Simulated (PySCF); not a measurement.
**Static response to an electric field**

Species: C4H6N2OSe.
Cartesian coordinates in Å at the PBE0-D3(BJ)/def2-SVP level; atoms count from 1:
```xyz
14
C4H6N2OSe angstrom
C      1.8670   -0.7057    0.7100
C      1.3337    0.4194   -0.1476
O      0.1409    0.9888    0.3869
C     -0.9951    0.3262    0.1976
C     -2.2257    0.8663    0.7543
N     -3.3047    0.1871    0.5252
Se    -2.8335   -1.2567   -0.4557
N     -1.0954   -0.7830   -0.4724
H      1.1735   -1.5581    0.7158
H      2.8321   -1.0521    0.3104
H      2.0255   -0.3659    1.7443
H      1.1371    0.0735   -1.1750
H      2.0441    1.2570   -0.1883
H     -2.2557    1.7943    1.3340
```

Level: B3LYP/def2-SVPD (PySCF), static field, nuclei fixed, core orbitals frozen in the response. The polarisability tensor in these axes (au):

```
x   110.05  11.51   3.78
y    11.51  89.18  12.91
z     3.78  12.91  71.82
```

What are the eigenvalues, a third of the trace, and Δα (Δα² = ½Σ(αi − αj)² over the three pairs)?

Principal values 64.84, 89.26 and 116.96 au; mean 90.35 au = 13.39 Å³ = 14.90 × 10⁻⁴⁰ C²·m²/J; Δα = 45.17 au (50 % of the mean).

What is the dipole moment, and where does it point?

(1.94, 0.04, -0.11) D, 1.94 D in size, pointing from the negative to the positive side. Measured along this direction, the outermost atoms are N6 at the negative end and H10 at the positive end.

Refractivity n − 1 of an ideal gas of it at 298.15 K and 1 atm, from the electronic α?

N = p/kT = 2.4615 × 10¹⁹ cm⁻³, so n − 1 = 2π × N × 13.39 × 10⁻²⁴ cm³ = 2071 × 10⁻⁶ at long wavelengths, for an ideal gas.

What depolarisation ratio follows for Rayleigh scattering of linearly polarised light, taking the static tensor?

ρ = 3Δα²/(45ᾱ² + 4Δα²) = 6119.9/(367357 + 8159.8) = 0.0163.

Find the Langevin capture rate constant for H3+ (3.023 u) meeting this molecule (177.965 u), k = 2.342 × 10⁻⁹ cm³/s × √(α in Å³ / reduced mass in u).

The reduced mass is 2.97 u, so k = 4.97 × 10⁻⁹ cm³/s. The formula leaves out the permanent dipole, which adds to the capture rate.

What are the principal values of the traceless quadrupole moment, Θ = ½Σq(3rr − r²1), about the centre of nuclear charge?

-2.84, -2.57, 5.41 D·Å. The values depend on the origin, since the dipole doesn't vanish. The electronic extent ⟨r²⟩ about the same centre is 1488 bohr², a root-mean-square distance of 2.20 Å for the 86 electrons.

Isolated species at its PBE0-D3(BJ)/def2-SVP geometry (one conformer only). The calculation is non-relativistic, for selenium too.
